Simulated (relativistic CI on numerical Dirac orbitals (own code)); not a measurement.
Fe6+: M2,3 absorption edge

Computed with this model: Dirac-Coulomb-Breit CI, separate exchange-only KLI orbitals for each configuration, a model potential for QED, multiplet model of core-to-valence dipole absorption, unscaled Slater integrals; configurations [Ar] 3d2 → [Ne] 3s2 3p5 3d3; 300 K; Lorentzian 0.8 eV and Gaussian 0.3 eV FWHM. Energies are those of the free ion, without screening or charge transfer. The branching ratio is the share of the lower-energy edge in the whole absorption, uncertain by about 0.02 where the edges overlap. S is read from ⟨S²⟩ = S(S + 1).

Field parameters in Wybourne normalisation: Oh B⁴₀ = 21Dq, B⁴₄ = √(5/14) B⁴₀. The field is a parameter set, without covalency.

Peaks in eV (height, largest 100): 61.1 (12), 65.9 (58), 71.6 (16), 74.4 (100), 79.2 (59).

(1) Which surroundings give this spectrum?
A. Oh, 10Dq = 5900 cm⁻¹
B. Oh, 10Dq = 13250 cm⁻¹
C. Oh, 10Dq = 28050 cm⁻¹
D. free ion

## Answers

(1) A. Oh, 10Dq = 5900 cm⁻¹, where the ground state has S = 1.00.
